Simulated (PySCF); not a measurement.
## Deuteron quadrupole couplings in `CNC(C)(C)[Si@H](C#N)[SiH2]F`

Species: C₅H₁₃FN₂Si₂.
Numbering: `[CH3:1][NH:2][C:3]([CH3:4])([CH3:5])[Si@H:6]([C:7]#[N:8])[SiH2:9][F:10]` (hydrogens: H11, H12, H13 on C1; H14 on N2; H15, H16, H17 on C4; H18, H19, H20 on C5; H21 on Si6; H22, H23 on Si9)

Cartesian coordinates in Å at the GFN2-xTB level; atoms count from 1:
```xyz
23
C5H13FN2Si2 angstrom
C     -1.686    1.475   -0.647
N     -1.117    0.738    0.462
C     -0.453   -0.529    0.142
C     -0.161   -1.214    1.478
C     -1.290   -1.472   -0.724
Si     1.210   -0.027   -0.696
C      2.312   -1.537   -0.547
N      2.989   -2.455   -0.428
Si     2.048    1.816    0.412
F      3.420    2.199   -0.350
H     -2.013    2.447   -0.278
H     -2.545    0.983   -1.124
H     -0.921    1.637   -1.406
H     -1.840    0.580    1.160
H      0.380   -0.544    2.144
H     -1.092   -1.499    1.970
H      0.432   -2.114    1.330
H     -0.760   -2.413   -0.854
H     -1.475   -1.050   -1.709
H     -2.250   -1.681   -0.250
H      1.065    0.039   -2.166
H      2.479    1.608    1.791
H      1.265    3.041    0.300
```

Level: PBE0/pcSseg-1 (PySCF, non-relativistic); Q(2H) = 0.00286 b; rigid geometry, the same for H and D, with no vibrational averaging.

Task: Rank these positions by the coupling χzz of a deuteron there, largest first.
A. H21 (Si–H hydrogen)
B. H11 (methyl hydrogen)
C. H12 (methyl hydrogen)
D. H14 (N–H hydrogen)
E. H23 (Si–H hydrogen)
F. H15 (methyl hydrogen)

Result: D (261 kHz), F (210 kHz), B (205 kHz), C (195 kHz), E (110 kHz), A (102 kHz).

Task: Tabulate Vzz, the asymmetry η and χzz = 234.96 MHz × Q × Vzz for every hydrogen position.

Result: 
```csv
atom,bonded to,bond length (Å),Vzz (au),η,χzz (kHz)
H11,C1,1.090,0.3054,0.04,205
H12,C1,1.098,0.2900,0.05,195
H13,C1,1.090,0.3061,0.08,206
H14,N2,1.017,0.3878,0.19,261
H15,C4,1.088,0.3125,0.03,210
H16,C4,1.091,0.3093,0.03,208
H17,C4,1.087,0.3094,0.03,208
H18,C5,1.087,0.3125,0.02,210
H19,C5,1.088,0.3140,0.02,211
H20,C5,1.091,0.3097,0.02,208
H21,Si6,1.479,0.1517,0.02,102
H22,Si9,1.460,0.1616,0.02,109
H23,Si9,1.458,0.1640,0.01,110
```

Task: Average by the element that carries the hydrogen.

Result: on C: 207 kHz over 9 positions, mean bond length 1.090 Å; on N: 261 kHz over 1 position, mean bond length 1.017 Å; on Si: 107 kHz over 3 positions, mean bond length 1.466 Å.

Task: How does χzz go with the bond length over the 9 C–H bonds?

Result: A straight-line fit has a slope of -13.3 kHz for each 0.01 Å, with a correlation coefficient of -0.93, over lengths from 1.087 to 1.098 Å. The longer bonds have the smaller couplings here.

One conformer (not necessarily the lowest) at the GFN2-xTB geometry, without solvent, vibrations or thermal averaging. GFN2-xTB bond lengths can be off by several hundredths of an ångström, more for odd bonds, and the gradients follow them. These gradients aren't converged with respect to the basis.
